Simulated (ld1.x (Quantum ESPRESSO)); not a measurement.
## PBEsol TM dataset for ruthenium, scalar-relativistic all-electron reference.

ld1.x (Quantum ESPRESSO) 7.5 input, shortened:

```
&input
   title='Ru', zed=44., rel=1, dft='PBESOL', iswitch=3,
   config='[Kr] 4d7 5s1 5p0'
 /
 &inputp
   pseudotype=2, tm=.true., lloc=2,
   nlcc=.true., rcore=1.30
 /
3
5S  1  0   1.00   0.00  3.00  3.00  0.0
4P  2  1   6.00   0.00  1.70  1.70  0.0
4D  3  2   7.00   0.00  1.40  1.40  0.0
 &test
   configts(1)='4p6 4d7 5s1 5p0'
 /
```

Poles of the logarithmic derivatives, all-electron (AE) and pseudo (PS). s: poles at 0.7 (AE) and 0.7, 3.6 (PS) Ry. p: poles at 1.6 (AE) and 1.5 (PS) Ry. d: poles at -0.3, 3.2 (AE) and -0.3, 3.2 (PS) Ry. Test radius 3.27 bohr.

* Cutoffs needed: 55 Ry and 70 Ry (the cutoffs (Ry, on a coarse ladder) from which the occupation-weighted sum of valence levels, in a spherical-Bessel basis at the reference potential, stays within 10 and 1 mRy of its value at 400 Ry)
* Ghost test: ghost state, extra bound levels that the all-electron valence spectrum of the same l lacks: s at -101.8 eV; a true bound ghost makes a file unfit for plane-wave use (spherical-Bessel basis up to 400 Ry, 20 bohr box)
* Largest excitation error: -35 meV (all-electron minus pseudo) for 4p6 4d4 5s0 5p0, out of 7 test configurations
